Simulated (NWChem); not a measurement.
System: AlF₂, doublet; SMILES [F][Al][F]

The following NWChem deck was run.

```
start job
memory heap 200 mb stack 900 mb global 1100 mb
geometry units angstroms
  Al     0.000000     0.000000     0.507738
  F     -1.434552     0.000000    -0.331077
  F      1.434552     0.000000    -0.331077
end
basis spherical
  * library 6-31g*
end
dft
  odft
  mult 2
  xc b3lyp
  iterations 150
end
driver
  maxiter 120
end
task dft optimize
task dft freq
```

Parts of the log:

```
             Northwest Computational Chemistry Package (NWChem) 7.3.0
             --------------------------------------------------------

 C2V symmetry detected

                             Geometry "geometry" -> ""
                             -------------------------

 Output coordinates in angstroms (scale by  1.889725989 to convert to a.u.)

  No.       Tag          Charge          X              Y              Z
 ---- ---------------- ---------- -------------- -------------- --------------
    1 Al                  13.0000     0.00000000     0.00000000     0.48705387
    2 F                    9.0000    -1.43455200     0.00000000    -0.35176113
    3 F                    9.0000     1.43455200     0.00000000    -0.35176113

 Effective nuclear repulsion energy (a.u.)      89.4540924494

      Symmetry information
      --------------------

 Group name             C2v
 Group number             16
 Group order               4
 No. of unique centers     2

                                Z-matrix (autoz)
                                --------

 Units are Angstrom for bonds and degrees for angles

      Type          Name      I     J     K     L     M      Value
      ----------- --------  ----- ----- ----- ----- ----- ----------
    1 Stretch                  1     2                       1.66179
    2 Stretch                  1     3                       1.66179
    3 Bend                     2     1     3               119.36842

                           NWChem Geometry Optimization
                           ----------------------------

 maximum gradient threshold         (gmax) =   0.000450
 rms gradient threshold             (grms) =   0.000300
 maximum cartesian step threshold   (xmax) =   0.001800
 rms cartesian step threshold       (xrms) =   0.001200
 fixed trust radius                (trust) =   0.300000
 source of zmatrix                         =   autoz

          -------------------
          Energy Minimization
          -------------------

 Using diagonal initial Hessian
 Scaling for Hessian diagonals: bonds = 1.00  angles = 0.25  torsions = 0.10

          --------
          Step   0

                                 NWChem DFT Module
                                 -----------------

 Summary of "ao basis" -> "ao basis" (spherical)
 ------------------------------------------------------------------------------
       Tag                 Description            Shells   Functions and Types
 ---------------- ------------------------------  ------  ---------------------
 Al                          6-31g*                  8       18   4s3p1d
 F                           6-31g*                  6       14   3s2p1d

      Symmetry analysis of basis
      --------------------------

        a1         19
        a2          5
        b1         14
        b2          8

            General Information
            -------------------
          SCF calculation type: DFT
          Wavefunction type:  spin polarized.
          No. of atoms     :     3
          No. of electrons :    31
           Alpha electrons :    16
            Beta electrons :    15
          Charge           :     0
          Spin multiplicity:     2
          Use of symmetry is: on ; symmetry adaption is: on
          Maximum number of iterations: 150
          AO basis - number of functions:    46
                     number of shells:    20
          Convergence on energy requested:  1.00D-06
          Convergence on density requested:  1.00D-05
          Convergence on gradient requested:  5.00D-04

              XC Information
              --------------
                         B3LYP Method XC Potential
                     Hartree-Fock (Exact) Exchange  0.200
                        Slater Exchange Functional  0.800 local
                    Becke 1988 Exchange Functional  0.720 non-local
              Lee-Yang-Parr Correlation Functional  0.810
                  VWN I RPA Correlation Functional  0.190 local

             Grid Information
             ----------------
          Grid used for XC integration:  medium
          Radial quadrature: Mura-Knowles
          Angular quadrature: Lebedev.
          Tag              B.-S. Rad. Rad. Pts. Rad. Cut. Ang. Pts.
          ---              ---------- --------- --------- ---------
          Al                  1.25       88           7.0       590
          F                   0.50       49           7.0       434
          Grid pruning is: on
          Number of quadrature shells:   137
          Spatial weights used:  Erf1

      Superposition of Atomic Density Guess
      -------------------------------------

 Sum of atomic energies:        -440.60331475

      Non-variational initial energy
      ------------------------------

 Total energy =    -440.600004
 1-e energy   =    -792.808545
 2-e energy   =     262.754449
 HOMO         =      -0.209302
 LUMO         =       0.031541

   Symmetry analysis of molecular orbitals - initial alpha
   -------------------------------------------------------

  Numbering of irreducible representations:

     1 a1          2 a2          3 b1          4 b2

  Orbital symmetries:

     1 a1          2 a1          3 b1          4 a1          5 b1
     6 a1          7 b2          8 a1          9 b1         10 a1
    11 b1         12 a1         13 b2         14 a2         15 b1
    16 a1         17 b2         18 a1         19 b1         20 a1
    21 b2         22 a1         23 b1         24 b2         25 a1
    26 a2

   Symmetry analysis of molecular orbitals - initial beta
   ------------------------------------------------------

  Numbering of irreducible representations:

     1 a1          2 a2          3 b1          4 b2

  Orbital symmetries:

     1 a1          2 a1          3 b1          4 a1          5 b1
     6 a1          7 b2          8 a1          9 b1         10 a1
    11 b1         12 a1         13 b2         14 a2         15 b1
    16 a1         17 b2         18 a1         19 b1         20 a1
    21 b2         22 a1         23 b1         24 b2         25 a1
    26 a2

   convergence    iter        energy       DeltaE   RMS-Dens  Diis-err
 ---------------- ----- ----------------- --------- --------- ---------
 d= 0,ls=0.0,diis     1   -442.1012804988 -5.32D+02  1.78D-02  2.19D-01
                                                     1.57D-02  2.11D-01
 d= 0,ls=0.0,diis     2   -441.9041005066  1.97D-01  8.45D-03  8.60D-01
                                                     9.21D-03  8.55D-01
 d= 0,ls=0.0,diis     3   -442.2081149264 -3.04D-01  6.86D-04  4.64D-04
                                                     5.40D-04  4.35D-04
 d= 0,ls=0.0,diis     4   -442.2084625123 -3.48D-04  2.11D-04  6.15D-05
                                                     1.04D-04  5.55D-05
 d= 0,ls=0.0,diis     5   -442.2085020782 -3.96D-05  6.83D-05  3.10D-06
                                                     4.17D-05  1.56D-06
  Resetting Diis
 d= 0,ls=0.0,diis     6   -442.2085046794 -2.60D-06  6.05D-06  2.80D-08
                                                     7.43D-06  2.63D-08
 d= 0,ls=0.0,diis     7   -442.2085047247 -4.53D-08  1.12D-06  2.05D-09
                                                     6.11D-07  8.10D-10

         Total DFT energy =     -442.208504724735
      One electron energy =     -795.014126602124
           Coulomb energy =      303.091390759325
    Exchange-Corr. energy =      -39.739861331327
 Nuclear repulsion energy =       89.454092449391

 Numeric. integr. density =       31.000001885178

                  Occupations of the irreducible representations
                  ----------------------------------------------

                     irrep           alpha         beta
                     --------     --------     --------
                     a1                8.0          7.0
                     a2                1.0          1.0
                     b1                5.0          5.0
                     b2                2.0          2.0

                    DFT Final Alpha Molecular Orbital Analysis
                    ------------------------------------------

 Vector   14  Occ=1.000000D+00  E=-3.935169D-01  Symmetry=a2
              MO Center=  1.5D-14,  8.9D-16, -3.3D-01, r^2= 2.4D+00
   Bfn.  Coefficient  Atom+Function         Bfn.  Coefficient  Atom+Function
  ----- ------------  ---------------      ----- ------------  ---------------
    22      0.459552  2 F  py                36     -0.459552  3 F  py
    26      0.333051  2 F  py                40     -0.333051  3 F  py
    14     -0.078398  1 Al d -2

 Vector   15  Occ=1.000000D+00  E=-3.890999D-01  Symmetry=b1
              MO Center= -3.5D-14, -8.7D-16, -3.1D-01, r^2= 2.5D+00
   Bfn.  Coefficient  Atom+Function         Bfn.  Coefficient  Atom+Function
  ----- ------------  ---------------      ----- ------------  ---------------
    23      0.344480  2 F  pz                37     -0.344480  3 F  pz
    21     -0.309574  2 F  px                35     -0.309574  3 F  px
    27      0.254492  2 F  pz                41     -0.254492  3 F  pz
    25     -0.211076  2 F  px                39     -0.211076  3 F  px
    11     -0.069907  1 Al px                17      0.061590  1 Al d  1

[...]

      ----------------------
      Optimization converged
      ----------------------

  Step       Energy      Delta E   Gmax     Grms     Xrms     Xmax
  ---- ---------------- -------- -------- -------- -------- --------
@    2    -442.20852379 -1.5D-07  0.00004  0.00002  0.00024  0.00049
                                     ok       ok       ok       ok

                                Z-matrix (autoz)
                                --------

 Units are Angstrom for bonds and degrees for angles

      Type          Name      I     J     K     L     M      Value     Gradient
      ----------- --------  ----- ----- ----- ----- ----- ---------- ----------
    1 Stretch                  1     2                       1.65759   -0.00000
    2 Stretch                  1     3                       1.65759   -0.00000
    3 Bend                     2     1     3               119.42413   -0.00004

                         Geometry "geometry" -> "geometry"
                         ---------------------------------

 Output coordinates in angstroms (scale by  1.889725989 to convert to a.u.)

  No.       Tag          Charge          X              Y              Z
 ---- ---------------- ---------- -------------- -------------- --------------
    1 Al                  13.0000     0.00000000     0.00000000     0.48517706
    2 F                    9.0000    -1.43133389     0.00000000    -0.35082273
    3 F                    9.0000     1.43133389     0.00000000    -0.35082273

 Effective nuclear repulsion energy (a.u.)      89.6764356187

      Symmetry information
      --------------------

 Group name             C2v
 Group number             16
 Group order               4
 No. of unique centers     2

                Final and change from initial internal coordinates
                --------------------------------------------------

                                Z-matrix (autoz)
                                --------

 Units are Angstrom for bonds and degrees for angles

      Type          Name      I     J     K     L     M      Value       Change
      ----------- --------  ----- ----- ----- ----- ----- ---------- ----------
    1 Stretch                  1     2                       1.65759   -0.00420
    2 Stretch                  1     3                       1.65759   -0.00420
    3 Bend                     2     1     3               119.42413    0.05571

 ==============================================================================
                                internuclear distances
 ------------------------------------------------------------------------------
       center one      |      center two      | atomic units |  angstroms
 ------------------------------------------------------------------------------
    2 F                |   1 Al               |     3.13240  |     1.65759
    3 F                |   1 Al               |     3.13240  |     1.65759
 ------------------------------------------------------------------------------
                         number of included internuclear distances:          2
 ==============================================================================

[second-derivative integrals and response iterations left out]

  Vibrational analysis via the FX method

  See chapter 2 in "Molecular Vibrations" by Wilson, Decius and Cross

  Vib: Default input used

 ---------------------------- Atom information ----------------------------
     atom    #        X              Y              Z            mass
 --------------------------------------------------------------------------
    Al       1  0.0000000D+00  0.0000000D+00  9.1685171D-01  2.6981540D+01
    F        2 -2.7048289D+00  0.0000000D+00 -6.6295882D-01  1.8998400D+01
    F        3  2.7048289D+00  0.0000000D+00 -6.6295882D-01  1.8998400D+01
 --------------------------------------------------------------------------

[unprojected Hessian and modes left out]

        Vibrational analysis via the FX method
  --- with translations and rotations projected out ---
  --- via the Eckart algorithm                      ---
 Projected Nuclear Hessian trans-rot subspace norm:7.2222D-34
                         (should be close to zero!)

[projected Hessian left out]

 Rotational Constants
 --------------------
 A=   1.528772 cm-1  (  2.199512 K)
 B=   0.216556 cm-1  (  0.311569 K)
 C=   0.189687 cm-1  (  0.272911 K)

 Temperature                      =   298.15K
 frequency scaling parameter      =   1.0000

 Zero-Point correction to Energy  =    2.757 kcal/mol  (  0.004393 au)
 Thermal correction to Energy     =    4.935 kcal/mol  (  0.007864 au)
 Thermal correction to Enthalpy   =    5.527 kcal/mol  (  0.008808 au)

 Total Entropy                    =   61.970 cal/mol-K
   - Translational                =   38.416 cal/mol-K (mol. weight =  64.9783)
   - Rotational                   =   21.380 cal/mol-K (symmetry #  =        2)
   - Vibrational                  =    2.174 cal/mol-K

 Cv (constant volume heat capacity) =    8.915 cal/mol-K
   - Translational                  =    2.979 cal/mol-K
   - Rotational                     =    2.979 cal/mol-K
   - Vibrational                    =    2.956 cal/mol-K

[normal modes left out]

 ----------------------------------------------------------------------------
 Normal Eigenvalue ||           Projected Infra Red Intensities
  Mode   [cm**-1]  || [atomic units] [(debye/angs)**2] [(KM/mol)] [arbitrary]
 ------ ---------- || -------------- ----------------- ---------- -----------
    1        0.000 ||    0.007138           0.165         6.958       3.154
    2        0.000 ||    0.002533           0.058         2.469       1.119
    3        0.000 ||    0.002533           0.058         2.469       1.119
    4        0.000 ||    0.000889           0.021         0.867       0.393
    5        0.000 ||    0.000598           0.014         0.583       0.264
    6        0.000 ||    0.000025           0.001         0.025       0.011
    7      238.892 ||    0.033411           0.771        32.570      14.765
    8      766.276 ||    0.051744           1.194        50.443      22.867
    9      924.049 ||    0.104782           2.417       102.147      46.306
 ----------------------------------------------------------------------------
```

Level: B3LYP/6-31G* (spherical d), spin-unrestricted. In the optimisation the excess spin sits in a1 (C2v, its own frame). This spin state was assumed; another may lie lower. No stability test was run on the SCF state. B3LYP is NWChem's, with the RPA form of VWN correlation.
